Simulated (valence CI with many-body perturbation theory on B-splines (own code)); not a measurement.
## Forbidden lines of Pm XL

Computed by relativistic CI+MBPT: four valence electrons over a frozen Dirac-Fock core [Ar], a basis of 7 s, 7 p, 8 d, 6 f, 4 g, 1 h functions for each j, with the one-electron correlation potential Σ1 (screened to all orders), the two-electron term Σ2, the three-electron term Σ3, Breit, model QED; selected single and double excitations, second order for the rest, scaled by the run's own slope (own B-spline code, finite nucleus).

No measured spectrum was set against this ion. As an estimate, large intervals hold to a few tenths of a per cent, small ones and those within an open d or f shell to about a per cent. Only levels of the ground parity were solved; by the run's estimate the other parity begins above the list, which can be wrong where configurations are misplaced.

Lines 1 to 50 of 120 in falling wavelength, among levels below 1253500 cm⁻¹, chosen from the decays that carry over 1 % of a level's rate. Wavelengths and rates use the calculated energies. Electric multipoles are in the length gauge, E1 and E2 with the static RPA response of the core. S is in atomic units (e²a₀⁴ for E2 and M2, e²a₀⁶ for E3), for M1 in squared Bohr magnetons. Weak lines are less certain than strong ones. Lines between different terms over intervals too small for the method are left out, as are lines whose strength nearly cancels. The highest levels of a list are the least certain.

Levels are named by their leading jj configuration (3d3/2^4 stands for four electrons in 3d with j = 3/2), which in mixed levels can hold well under half, so a name can repeat and another be missing. Letters in brackets count levels of one name in rising energy.

```
λ vac (nm)                      Upper                      Lower  Type   A (s⁻¹)  S (a.u.)
      5322        (3d3/2^3 3d5/2) J=4        (3d3/2^3 3d5/2) J=2    E2  8.63e-11  2.96e-04
     528.4      (3d3/2^2 3d5/2^2) J=6      (3d3/2^2 3d5/2^2) J=5    M1  5.59e+01  3.97e+00
     404.7        (3d3/2^3 3d5/2) J=3        (3d3/2^3 3d5/2) J=4    M1  1.74e+02  2.99e+00
     376.1        (3d3/2^3 3d5/2) J=3        (3d3/2^3 3d5/2) J=2    M1  3.76e+02  5.20e+00
     256.1  (3d3/2^2 3d5/2^2) J=2 [b]      (3d3/2^2 3d5/2^2) J=1    M1  5.80e+02  1.81e+00
     132.4  (3d3/2^2 3d5/2^2) J=4 [b]  (3d3/2^2 3d5/2^2) J=3 [a]    M1  3.61e+03  2.80e+00
     131.2        (3d3/2^3 3d5/2) J=2        (3d3/2^3 3d5/2) J=1    M1  1.15e+04  4.81e+00
     127.9      (3d3/2^2 3d5/2^2) J=1  (3d3/2^2 3d5/2^2) J=0 [a]    M1  6.64e+03  1.55e+00
     110.6  (3d3/2^2 3d5/2^2) J=4 [b]  (3d3/2^2 3d5/2^2) J=4 [a]    M1  6.69e+02  3.02e-01
     103.2  (3d3/2^2 3d5/2^2) J=2 [b]  (3d3/2^2 3d5/2^2) J=2 [a]    M1  5.60e+03  1.14e+00
     102.1  (3d3/2^2 3d5/2^2) J=2 [d]  (3d3/2^2 3d5/2^2) J=2 [c]    M1  5.85e+03  1.16e+00
     101.5  (3d3/2^2 3d5/2^2) J=4 [c]  (3d3/2^2 3d5/2^2) J=3 [b]    M1  3.15e+03  1.10e+00
     100.4    (3d3/2 3d5/2^3) J=3 [c]    (3d3/2 3d5/2^3) J=2 [a]    M1  7.83e+03  2.06e+00
     99.88    (3d3/2 3d5/2^3) J=3 [b]    (3d3/2 3d5/2^3) J=3 [a]    M1  4.97e+03  1.28e+00
     78.57    (3d3/2 3d5/2^3) J=1 [b]        (3d3/2 3d5/2^3) J=0    M1  1.09e+04  5.87e-01
     75.67    (3d3/2 3d5/2^3) J=2 [b]    (3d3/2 3d5/2^3) J=2 [a]    M1  1.12e+04  9.04e-01
     67.50  (3d3/2^2 3d5/2^2) J=4 [a]        (3d3/2^3 3d5/2) J=3    M1  1.86e+04  1.91e+00
     65.86  (3d3/2^2 3d5/2^2) J=4 [c]      (3d3/2^2 3d5/2^2) J=5    M1  6.98e+03  6.66e-01
     65.25  (3d3/2^2 3d5/2^2) J=0 [b]    (3d3/2 3d5/2^3) J=1 [a]    M1  1.79e+04  1.84e-01
     62.73    (3d3/2 3d5/2^3) J=3 [a]  (3d3/2^2 3d5/2^2) J=4 [b]    M1  1.54e+04  9.86e-01
     62.12    (3d3/2 3d5/2^3) J=1 [b]    (3d3/2 3d5/2^3) J=1 [a]    M1  8.15e+03  2.17e-01
     61.33  (3d3/2^2 3d5/2^2) J=3 [a]        (3d3/2^3 3d5/2) J=3    M1  9.47e+04  5.67e+00
     60.96    (3d3/2 3d5/2^3) J=2 [a]  (3d3/2^2 3d5/2^2) J=2 [c]    M1  2.63e+04  1.10e+00
     60.35    (3d3/2 3d5/2^3) J=3 [c]  (3d3/2^2 3d5/2^2) J=2 [d]    M1  7.79e+03  4.44e-01
     58.86    (3d3/2 3d5/2^3) J=1 [b]  (3d3/2^2 3d5/2^2) J=2 [d]    M1  6.84e+04  1.55e+00
     58.31  (3d3/2^2 3d5/2^2) J=2 [c]  (3d3/2^2 3d5/2^2) J=2 [a]    M1  1.23e+04  4.52e-01
     57.97  (3d3/2^2 3d5/2^2) J=2 [d]  (3d3/2^2 3d5/2^2) J=2 [b]    M1  1.06e+04  3.82e-01
     57.85  (3d3/2^2 3d5/2^2) J=4 [a]        (3d3/2^3 3d5/2) J=4    M1  1.39e+05  8.96e+00
     57.05    (3d3/2 3d5/2^3) J=3 [b]  (3d3/2^2 3d5/2^2) J=2 [c]    M1  4.96e+03  2.39e-01
     56.82        (3d3/2^3 3d5/2) J=1              (3d3/2^4) J=0    M1  1.50e+05  3.06e+00
     56.35  (3d3/2^2 3d5/2^2) J=2 [d]  (3d3/2^2 3d5/2^2) J=3 [b]    M1  6.26e+03  2.08e-01
     56.20  (3d3/2^2 3d5/2^2) J=2 [a]        (3d3/2^3 3d5/2) J=2    M1  6.29e+04  2.07e+00
     55.95  (3d3/2^2 3d5/2^2) J=4 [c]  (3d3/2^2 3d5/2^2) J=3 [a]    M1  9.74e+03  5.70e-01
     55.25    (3d3/2 3d5/2^3) J=3 [c]    (3d3/2 3d5/2^3) J=4 [a]    M1  2.93e+04  1.28e+00
     55.24              (3d5/2^4) J=4    (3d3/2 3d5/2^3) J=3 [b]    M1  1.74e+04  9.77e-01
     55.12    (3d3/2 3d5/2^3) J=1 [a]  (3d3/2^2 3d5/2^2) J=2 [b]    M1  2.90e+04  5.41e-01
     52.80    (3d3/2 3d5/2^3) J=2 [b]    (3d3/2 3d5/2^3) J=1 [a]    M1  1.33e+04  3.63e-01
     52.73  (3d3/2^2 3d5/2^2) J=3 [a]        (3d3/2^3 3d5/2) J=2    M1  7.34e+04  2.79e+00
     52.16        (3d3/2 3d5/2^3) J=5  (3d3/2^2 3d5/2^2) J=4 [b]    M1  7.76e+04  4.49e+00
     51.65  (3d3/2^2 3d5/2^2) J=4 [c]  (3d3/2^2 3d5/2^2) J=4 [a]    M1  9.84e+04  4.52e+00
     50.43    (3d3/2 3d5/2^3) J=2 [b]  (3d3/2^2 3d5/2^2) J=2 [d]    M1  1.10e+04  2.62e-01
     46.59      (3d3/2^2 3d5/2^2) J=5        (3d3/2^3 3d5/2) J=4    M1  8.68e+04  3.58e+00
     46.40    (3d3/2 3d5/2^3) J=4 [a]      (3d3/2^2 3d5/2^2) J=5    M1  1.60e+04  5.32e-01
     45.36    (3d3/2 3d5/2^3) J=1 [a]      (3d3/2^2 3d5/2^2) J=1    M1  1.16e+05  1.20e+00
     45.24    (3d3/2 3d5/2^3) J=2 [b]    (3d3/2 3d5/2^3) J=3 [a]    M1  3.24e+04  5.56e-01
     45.16        (3d3/2 3d5/2^3) J=5      (3d3/2^2 3d5/2^2) J=6    M1  4.78e+04  1.80e+00
     43.66        (3d3/2 3d5/2^3) J=6      (3d3/2^2 3d5/2^2) J=6    M1  9.40e+04  3.77e+00
     42.81      (3d3/2^2 3d5/2^2) J=6        (3d3/2^3 3d5/2) J=4    E2  2.31e+00  3.86e-04
     42.77  (3d3/2^2 3d5/2^2) J=0 [a]        (3d3/2^3 3d5/2) J=1    M1  5.17e+05  1.50e+00
     42.56    (3d3/2 3d5/2^3) J=3 [a]  (3d3/2^2 3d5/2^2) J=3 [a]    M1  1.85e+05  3.70e+00
```
